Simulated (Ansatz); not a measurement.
SiH2O2F (SMILES O[Si](O)F): the energy to break a bond

SiH2O2F: 6 atoms, total charge 0, spin state doublet. SMILES: `O[Si](O)F`. Geometry: optimised at wB97X-V/def2-SVP. This is one conformer, not always the lowest.

| atom | x (Å) | y (Å) | z (Å) |
| --- | --- | --- | --- |
| O | -0.9046 | 1.0434 | -0.6290 |
| Si | 0.3900 | 0.0344 | -0.4488 |
| O | 0.3501 | -0.5667 | 1.0983 |
| F | 0.1651 | -1.1542 | -1.5328 |
| H | -1.0589 | 1.6785 | 0.0800 |
| H | 1.1004 | -1.0995 | 1.3862 |

Wanted: the dissociation energy of the F4–Si2 bond into doublet F and singlet SiH2O2 (shapes relaxed at wB97X-V/def2-SVP, no zero-point term). 1 Eh = 2625.50 kJ/mol = 27.2114 eV. Totals in Eh; open shells run unrestricted unless said.

```tsv
level	program	SiH2O2F	doublet F	singlet SiH2O2
UPBE/def2-TZVP	Ansatz	-540.827750	-99.669123	-440.983605
UB3LYP/def2-TZVP	Ansatz	-541.248184	-99.770147	-441.311794
RPA@PBE/def2-TZVP, 8 core orbitals frozen	Ansatz	-540.714872	-99.736200	-440.830151
```

Task: Work out the dissociation energy at each level.

Result: 
1. UPBE/def2-TZVP: (-99.669123) + (-440.983605) − (-540.827750) = 0.175022 Eh = 459.5 kJ/mol = 4.76 eV.
2. UB3LYP/def2-TZVP: (-99.770147) + (-441.311794) − (-541.248184) = 0.166243 Eh = 436.5 kJ/mol = 4.52 eV.
3. RPA@PBE/def2-TZVP: (-99.736200) + (-440.830151) − (-540.714872) = 0.148521 Eh = 389.9 kJ/mol = 4.04 eV.

The levels span 390 to 460 kJ/mol; no measured value is set beside them. A fragment with an even electron count was run as a singlet and may have a lower triplet. A bond enthalpy at 298 K also holds the loss of zero-point energy and thermal terms.
